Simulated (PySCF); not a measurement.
**Question.** Give a PBE0-D3(BJ)/def2-SVP geometry of InChI=1S/C3H11GeN/c1-4-5(2)3/h4H2,1-3H3.

**Answer.** 
```
atom  x, y, z in Å
Ge1    0.8973    0.7696    0.6343
H2     0.8575    0.8201    2.1753
H3     2.3466    0.7902    0.1070
C4    -0.1041    2.2792   -0.1089
H5     0.3491    3.2338    0.1987
H6    -1.1454    2.2574    0.2445
H7    -0.1064    2.2339   -1.2079
N8     0.2057   -0.8704    0.1632
C9     0.3801   -1.3440   -1.1830
C10   -1.0030   -1.3286    0.7928
H11    0.3737   -2.4504   -1.2108
H12    1.3501   -1.0157   -1.5889
H13   -0.4104   -1.0013   -1.8864
H14   -1.0615   -0.9714    1.8331
H15   -1.9322   -1.0018    0.2753
H16   -1.0315   -2.4348    0.8282
```

Orientation and origin are arbitrary. Atoms count from 1 in this order. N8 (nitrogen bonded to 2 C and Ge) has angles 119.2°, 119.2° and 114.0°, sum 352.4°, 0.25 Å off the plane of its three neighbours. Ge1 (germanium bonded to C, N and 2 H) is distorted tetrahedral (angles from 106.0° to 113.4°). Of the pairs four or more bonds apart, H11···H16 is among the closest relative to their van der Waals radii: 2.48 Å, 103 % of the sum of Bondi's values.

Bonds between heavy atoms (Å): Ge1–C4 1.958, Ge1–N8 1.841, N8–C9 1.438, N8–C10 1.438.

Computed, not measured: PySCF, PBE0-D3(BJ)/def2-SVP geometry optimisation, gas phase.

Point group: Cs (tolerance 0.08 Å). PBE0-D3(BJ)/def2-SVP frequencies: not computed here. The numbers are those of one conformer (C4–Ge1–N8–C9 73°).
